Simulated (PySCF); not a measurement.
BaBr₂, SMILES [Br][Ba][Br].

Geometry: B3LYP-D3(BJ)/def2-SVP. The def2 effective core potentials stand for the cores of Ba; spin–orbit coupling is left out.

The numbers are results of PBE/def2-TZVPD in PySCF, not measurements.

Question: Estimate the frontier levels, gap, dipole moment and polarisability. (Estimate from the structure and the level; the computed values follow.)

Answer: 
The highest occupied level comes out as -6.07 eV. The lowest empty level is -2.62 eV, the orbital gap is 3.45 eV and the dipole moment is 6.39 D. The quadrupole, principal values (traceless, Buckingham form, about the centre of nuclear charge) is -38.26, 17.77, 20.48 D·Å. The mean static polarisability is 96.2 bohr³ (14.25 Å³) and the polarisability, principal values is 72.9, 78.7, 136.9 bohr³.
